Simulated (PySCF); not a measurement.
Cr(OH)3 (CrH3O3), SMILES [OH][Cr]([OH])[OH] (connectivity only; charge and spin as stated), neutral, multiplicity 4.

Geometry optimised at PBE0-D3(BJ)/def2-SVP. The spin state was assumed, not searched. Other conformers were not sampled.

Calculation: PBE0-D3(BJ)/def2-SVP in PySCF.

Frequencies are harmonic and unscaled.

```tsv
mode	ν (cm⁻¹)	IR (km/mol)	moving atoms (share of kinetic energy)
1	157	13.8	Cr 47 %, O 42 %, H 11 %
2	196	0.9	O 64 %, H 22 %, Cr 13 %
3	202	0.2	O 69 %, H 17 %, Cr 14 %
4	330	155.8	H 77 %, O 22 %
5	360	58.3	H 90 %, O 10 %
6	417	197.4	H 83 %, O 17 %
7	662	176.6	H 84 %, O 16 %
8	663	240.3	H 82 %, O 15 %
9	680	16.1	H 72 %, O 28 %
10	685	9.6	O 79 %, H 20 %
11	772	169.5	O 56 %, Cr 34 %, H 10 %
12	776	179.9	O 57 %, Cr 35 %, H 8 %
13	3872	154.6	H 94 %
14	3879	130.4	H 94 %
15	3883	55.3	H 94 %
```
